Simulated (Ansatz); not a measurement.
SiCl₃OH⁺, that is Si(OH)Cl3 with one electron fewer. The state is a doublet with charge 1. Geometry r2SCAN-D4/def2-SVP, that of the neutral singlet; atoms count from 1.

```xyz
6

Si    0.1460    0.2002   -0.1795
O    -0.4698   -0.3253    1.2426
H    -0.9112   -1.1841    1.2554
Cl   -1.3165    0.3857   -1.6036
Cl    1.5635   -1.0921   -0.9022
Cl    0.9879    2.0155    0.1873
```

Estimate the Mulliken populations from the PBE0/def2-TZVP orbitals of Ansatz.


| atom | charge (e) | spin (α − β) |
| --- | --- | --- |
| Si1 | 0.65 | -0.08 |
| O2 | -0.42 | 0.00 |
| H3 | 0.37 | 0.00 |
| Cl4 | 0.14 | 0.38 |
| Cl5 | 0.14 | 0.38 |
| Cl6 | 0.12 | 0.32 |
Mulliken values depend strongly on the basis.

Where does the spin sit?

Summed by element: Si -0.08, O 0.00, H 0.00, Cl 1.07, of 1 unpaired in all. Largest on single atoms: Cl4 0.38, Cl5 0.38, Cl6 0.32.

And the Mayer bond orders between heavy atoms (over 0.3)?

Si1–O2 1.39 (1.64 Å); Si1–Cl4 1.16 (2.05 Å); Si1–Cl5 1.16 (2.05 Å); Si1–Cl6 1.21 (2.03 Å).
